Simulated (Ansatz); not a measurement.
Born–Oppenheimer molecular dynamics of C2H5NSi (9 atoms, charge 0, multiplicity 1). It starts from a relaxed structure.

Level of theory: RKS PBE/6-31G* in Ansatz 0.2.0.

- ensemble: NVT, Langevin thermostat
- time step: 1 fs
- steps asked: 150
- set temperature: 300 K
- friction: 0.01 /fs
- seed: 716598

First frame:

```xyz
9
Properties=species:S:1:pos:R:3
C 0.022 0.604 -2.365
C 0.223 0.470 -1.162
Si 0.480 0.231 0.648
N -0.615 -0.862 1.454
H -0.145 0.729 -3.421
H 0.329 1.568 1.305
H 1.862 -0.310 0.840
H -0.559 -1.849 1.195
H -1.596 -0.581 1.508
```

Problem. What does the run give?

Solution. All steps were run.

```yaml
steps_done: 150
time_covered: 150 fs
mean_temperature_over_the_second_half: 233 K
spread_of_the_potential_energy_over_the_second_half: 5.3 meV per atom
mean_potential_energy_of_the_second_half_above_the_start: 25.3 meV per atom
```

The mean temperature of the second half is 22 % below the set value. A run of 0.15 ps of so small a system gives no equilibrium averages.

Problem. What happens to the structure?

Solution. The same pairs are bonded in the first frame and the last. Pairs count as bonded within 1.25 times the sum of covalent radii (0.12 Å more for H–H). The details hang on the random start.

Problem. How do temperature and energy run in time?

Solution. 
```json
{"time (fs)": "0", "T (K)": "267", "potential energy less start (eV)": "0.000"}
{"time (fs)": "7", "T (K)": "161", "potential energy less start (eV)": "0.130"}
{"time (fs)": "14", "T (K)": "108", "potential energy less start (eV)": "0.196"}
{"time (fs)": "21", "T (K)": "133", "potential energy less start (eV)": "0.142"}
{"time (fs)": "28", "T (K)": "135", "potential energy less start (eV)": "0.228"}
{"time (fs)": "35", "T (K)": "123", "potential energy less start (eV)": "0.252"}
{"time (fs)": "42", "T (K)": "228", "potential energy less start (eV)": "0.173"}
{"time (fs)": "49", "T (K)": "146", "potential energy less start (eV)": "0.209"}
{"time (fs)": "56", "T (K)": "189", "potential energy less start (eV)": "0.190"}
{"time (fs)": "63", "T (K)": "233", "potential energy less start (eV)": "0.178"}
{"time (fs)": "70", "T (K)": "164", "potential energy less start (eV)": "0.220"}
{"time (fs)": "77", "T (K)": "238", "potential energy less start (eV)": "0.175"}
{"time (fs)": "84", "T (K)": "238", "potential energy less start (eV)": "0.199"}
{"time (fs)": "91", "T (K)": "224", "potential energy less start (eV)": "0.202"}
{"time (fs)": "98", "T (K)": "248", "potential energy less start (eV)": "0.231"}
{"time (fs)": "105", "T (K)": "259", "potential energy less start (eV)": "0.153"}
{"time (fs)": "112", "T (K)": "221", "potential energy less start (eV)": "0.218"}
{"time (fs)": "119", "T (K)": "188", "potential energy less start (eV)": "0.233"}
{"time (fs)": "126", "T (K)": "188", "potential energy less start (eV)": "0.223"}
{"time (fs)": "133", "T (K)": "270", "potential energy less start (eV)": "0.237"}
{"time (fs)": "140", "T (K)": "225", "potential energy less start (eV)": "0.336"}
{"time (fs)": "147", "T (K)": "249", "potential energy less start (eV)": "0.292"}
```

Run time: 3.1 min on 1 thread of Arm Neoverse V2 (shared host), peak memory 0.094 GiB.
